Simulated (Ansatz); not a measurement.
(NaH)4 cube (Na₄H₄). Charge 0, multiplicity 1. Geometry PBE0-D4/def2-SVP; atoms count from 1.

```
atom   x (Å)   y (Å)   z (Å)
 Na1  -0.036  -1.336   1.327
 Na2   0.681   1.595   0.734
 Na3   1.102  -0.557  -1.422
 Na4  -1.746   0.298  -0.639
  H5  -1.149   0.581   1.482
  H6   1.820  -0.311   0.666
  H7  -0.709  -1.662  -0.765
  H8   0.038   1.392  -1.383
```

Q: Estimate the Mulliken populations from the PBE0/def2-TZVP orbitals of Ansatz.

A: 
| atom | charge (e) |
| --- | --- |
| Na1 | 0.37 |
| Na2 | 0.37 |
| Na3 | 0.37 |
| Na4 | 0.37 |
| H5 | -0.37 |
| H6 | -0.37 |
| H7 | -0.37 |
| H8 | -0.37 |
Mulliken values depend strongly on the basis.
